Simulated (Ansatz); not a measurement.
```xyz
11

B     1.2129   -0.8178   -0.0281
Si   -0.5462   -0.1638   -0.4642
N     0.5096    0.3270    0.9733
O    -1.9675   -0.7394    0.1040
O    -0.9039    1.1807   -1.3469
H     1.3492   -1.8743    0.5171
H     2.1378   -0.3516   -0.6342
H     0.2765   -0.0013    1.9006
H     0.9702    1.2255    1.0188
H    -2.7216   -0.1484    0.0419
H    -0.3169    1.3634   -2.0823
```

Total charge 0; spin multiplicity 1. The bonds changed during the relaxation, so this is another structure than the one it started from.

List the PBE0/def2-TZVPP orbital energies in eV (Ansatz 0.2.0). (Estimate.)

Ansatz gave: Occupied: -1803.27, -522.96, -522.82, -392.05, -183.43, -145.44, -100.17, -100.13, -100.03, -28.66, -28.03, -24.95, -16.48, -15.10, -14.87, -14.41, -12.15, -11.33, -10.81, -10.34, -9.57, -9.03, -8.78, -6.63. Lowest empty: 0.18, 0.74, 1.06, 1.74, 1.94, 2.69, 3.14, 3.27.
